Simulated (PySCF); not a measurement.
Several structures and their simulated spectra, in scrambled order.

A. SMILES [C@@H]1(F)C=CO[C@@H]1OC(F)(F)F
B. SMILES O(/C(=C\O/C=C\F)F)C(F)F
C. `F/C=C/O/C=C(/F)OC(F)F`
D. `F[C@H]1C=C(OC(F)(F)F)CO1`
E. `InChI=1S/C5H4F4O2/c6-3(7)10-5(1-2-5)11-4(8)9/h1-4H`

Spectrum 1. 1H NMR (300 MHz, computed): δ 7.30 (dd, J = 83.8, 10.5 Hz, 1H), 6.72 (dd, J = 10.5, 5.8 Hz, 1H), 6.11 (t, J = 83.3 Hz, 1H), 6.09 (d, J = 3.3 Hz, 1H). 13C{1H} NMR (computed): δ 152.9 (C, dt, J = 336.9, 5.2 Hz), 149.6 (CH, d, J = 319.2 Hz), 142.9 (CH, d, J = 46.3 Hz), 126.4 (CH, d, J = 70.6 Hz), 117.9 (CH, td, J = 331.3, 5.8 Hz).

Spectrum 2. 1H NMR (300 MHz, computed): δ 6.40 (m, 1H), 5.45 (qtd, J = 3.2, 2.7, 1.7 Hz, 1H), 4.77 (m, 1H), 4.52 (m, 1H). 13C{1H} NMR (computed): δ 159.9 (C, dq, J = 10.2, 1.5 Hz), 126.7 (C, q, J = 338.6 Hz), 117.6 (CH, d, J = 288.4 Hz), 106.7 (CH, d, J = 20.8 Hz), 73.0 (CH2, d, J = 8.5 Hz).

Spectrum 3. 1H NMR (300 MHz, computed): δ 7.52 (dd, J = 2.9, 1.3 Hz, 1H), 6.18 (t, J = 82.8 Hz, 1H), 6.15 (dd, J = 85.3, 4.6 Hz, 1H), 5.47 (ddd, J = 28.5, 4.6, 1.7 Hz, 1H). 13C{1H} NMR (computed): δ 153.3 (C, dt, J = 339.3, 5.0 Hz), 138.4 (CH, d, J = 323.6 Hz), 131.2 (CH, d, J = 7.9 Hz), 122.8 (CH, d, J = 70.1 Hz), 117.4 (CH, td, J = 330.4, 3.1 Hz).

Spectrum 4. 1H NMR (300 MHz, computed): δ 6.54 (ddd, J = 3.9, 2.8, 2.3 Hz, 1H), 5.67 (ddt, J = 61.5, 8.0, 2.4 Hz, 1H), 5.43 (dd, J = 8.0, 7.0 Hz, 1H), 5.39 (ddd, J = 3.9, 3.1, 2.6 Hz, 1H). 13C{1H} NMR (computed): δ 157.6 (CH, d, J = 13.1 Hz), 127.9 (C, q, J = 333.2 Hz), 105.1 (CH, d, J = 18.2 Hz), 96.2 (CH, dq, J = 12.2, 2.7 Hz), 92.4 (CH, d, J = 265.4 Hz).

Spectrum 5. 1H NMR (300 MHz, computed): δ 7.77 (m, 2H), 6.49 (m, 2H). 13C{1H} NMR (computed): δ 129.7 (CH), 119.9 (CH, t, J = 321.1 Hz), 76.7 (C, quint, J = 4.2 Hz).

Theoretical values (PySCF 2.14.0 with density-fitted response routines): shielding tensors at PBE0/pcSseg-1 (GIAO), J couplings at B3LYP/pcJ-1 (spin–dipole term left out of most H,H and C,H couplings), geometry: PBE0-D3(BJ)/def2-SVP. In vacuum, one averaged value for each set of equivalent atoms, non-relativistic, a single conformation.

Chemical shifts δ = σref − σ; 1H (31.27 ppm) and 13C (184.41 ppm) vs TMS, all at this level. Multiplet labels drop J under 1 Hz and among equivalent protons, and merge close values. Unscaled 3J(H,H) run several per cent high. One-bond C–F couplings are unscaled and too large by tens of Hz. Shifts are as computed. Against solution values, carbons near 30 ppm lie about +2 ppm off and those near 130 ppm about +5 ppm. Of 1313 compounds with measured shifts, 239 miss one by over three times the rms of a fit or turn the order of signals round; such compounds aren't used in these exercises.

Match each spectrum to its structure.

Answers

1–C, 2–D, 3–B, 4–A, 5–E.

- Spectrum 1 (C): 5 13C signals; δC 152.9 is an alkene carbon bearing oxygen; δC 142.9 is an alkene carbon bearing oxygen.
- Spectrum 2 (D): 5 13C signals; δC 159.9 is an alkene carbon bearing oxygen; δC 126.7 is a CF3 carbon.
- Spectrum 3 (B): 5 13C signals; δC 153.3 is an alkene carbon bearing oxygen; δC 131.2 is an alkene carbon bearing oxygen.
- Spectrum 4 (A): 5 13C signals; δC 157.6 is an alkene carbon bearing oxygen; δC 127.9 is a CF3 carbon.
- Spectrum 5 (E): 3 13C signals; δC 129.7 is an alkene CH; δC 119.9 is an sp3 CH bonded to 2 F and O.
